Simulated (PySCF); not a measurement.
C2H5O2, SMILES O[CH]CO, multiplicity 2. Atoms are numbered in the order given.

```xyz
9

O      1.4312    -0.0367    -0.3368
C      0.4676    -0.7510     0.3222
C     -0.9149    -0.3048    -0.0213
O     -1.0818     1.0865     0.1339
H      2.3045    -0.3352    -0.0606
H      0.6848    -1.8005     0.5624
H     -1.1629    -0.6133    -1.0648
H     -1.6366    -0.8131     0.6384
H     -0.3013     1.4983    -0.2578
```
Charge 0, spin multiplicity 2.

Coordinates come from a ωB97X-D3(BJ)/def2-SVP optimisation. The isomer is the one that the SMILES or the coordinates give; other isomers of the formula were not compared. The values are those of a single conformer.

These are PBE0/pcH-1 run with PySCF values and carry that method's errors.

Unrestricted Kohn–Sham, ⟨S²⟩ = 0.754. Hyperfine tensors hold the contact and dipolar terms, without spin-orbit corrections.

Computed hyperfine couplings:
| nucleus | A(iso) (MHz) | A(iso) (G) | dipolar principal values (MHz) |
|---|---|---|---|
| 17O no. 1 | -17.9 | -6.4 | -61.2, 29.2, 32.1 |
| 13C no. 2 | 178.5 | 63.7 | -75.6, -74.2, 149.8 |
| 13C no. 3 | -31.3 | -11.2 | -2.7, -1.6, 4.3 |
| 17O no. 4 | -7.6 | -2.7 | -5.7, 2.6, 3.1 |
| 1H no. 5 | -5.8 | -2.1 | -12.9, -9.6, 22.5 |
| 1H no. 6 | -36.1 | -12.9 | -33.7, -2.2, 35.9 |
| 1H no. 7 | 100.4 | 35.8 | -5.2, -2.1, 7.3 |
| 1H no. 8 | 16.7 | 6.0 | -6.4, -4.0, 10.4 |
| 1H no. 9 | -2.1 | -0.7 | -4.5, -3.0, 7.5 |

And the g tensor (effective nuclear charges for spin-orbit coupling, GIAO)? (Estimate from the structure and the level; the computed values follow.)

principal values 2.0021, 2.0029, 2.0042; isotropic 2.0031.
